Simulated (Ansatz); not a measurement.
Born–Oppenheimer molecular dynamics of AlClFHMg (5 atoms, charge 0, multiplicity 1). It starts from a relaxed structure.

These are results of RKS r2SCAN-D4/def2-SVP in Ansatz, not measurements.

- ensemble: NVT, Langevin thermostat
- time step: 0.5 fs
- steps asked: 150
- set temperature: 300 K
- friction: 0.005 /fs
- temperature schedule: 37 steps to 300 K, then 113 steps to 600 K
- seed: 890472

First frame:

```xyz
5
Properties=species:S:1:pos:R:3
F -0.425 -2.587 2.201
Mg -0.120 -1.248 1.090
Al 0.319 0.793 -0.614
Cl -1.400 1.403 -1.720
H 1.625 1.639 -0.958
```

(1) How far do the bonds stretch over the last three quarters of this one trajectory? (Pairs bonded in most of those frames.)

Results:

(1) 
```json
{"bond": "F1–Mg2", "mean (Å)": "1.768", "spread (Å)": "0.032", "shortest": "1.71", "longest": "1.82"}
{"bond": "Mg2–Al3", "mean (Å)": "2.701", "spread (Å)": "0.028", "shortest": "2.65", "longest": "2.74"}
{"bond": "Al3–Cl4", "mean (Å)": "2.140", "spread (Å)": "0.018", "shortest": "2.09", "longest": "2.16"}
{"bond": "Al3–H5", "mean (Å)": "1.603", "spread (Å)": "0.032", "shortest": "1.54", "longest": "1.66"}
```

Mean temperature of the second half: 255 K. The schedule's set-point averaged 500 K over the second half and the system 255 K, so it lags behind the ramp. A run of 0.075 ps of so small a system gives no equilibrium averages.

The run took 6.2 min on 1 thread of Arm Neoverse V1, on a shared host, peak memory 0.1 GiB.
